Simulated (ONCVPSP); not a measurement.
# Transferability test, ONCV potential for platinum (Pt)

- Element: Pt (Z = 78)
- Generator: ONCVPSP 4.0.1
- Type: optimised norm-conserving Vanderbilt (ONCV)
- Functional: PBE
- Relativity: non-relativistic
- Frozen core: [Kr] 4d10 4f14
- Valence charge: 18
- Reference configuration: 5s2 5p6 5d9 6s1
- Partial waves: 5s+6s: rc 1.55 bohr, ncon 4, nbas 8, qcut 9.1 1/bohr, 2 projectors; 5p: rc 1.65 bohr, ncon 4, nbas 8, qcut 8.6 1/bohr, 2 projectors, debl 3 Ha; 5d: rc 1.55 bohr, ncon 3, nbas 8, qcut 10.5 1/bohr, local; f scattering state at 0.37 Ha: rc 1.90 bohr, ncon 4, nbas 7, qcut 5 1/bohr, 1 projector
- Local potential: the d channel
- Core correction: Teter function, fcfact 2.25, rcfact 1.7

Energies are relative to the spin-unpolarised reference configuration 5s2 5p6 5d9 6s1; without spin polarisation the order of configurations can differ from experiment.

```csv
valence configuration,charge,ΔE all-electron (eV),error AE − PS (meV)
5s2 5p6 5d9 6s0,+1,7.200,-1.0
5s2 5p6 5d8 6s0,+2,27.783,-1.7
5s2 5p6 5d7 6s0,+3,60.881,-11
5s2 5p6 5d9.5 6s0.5,0,-1.360,-0.6
```
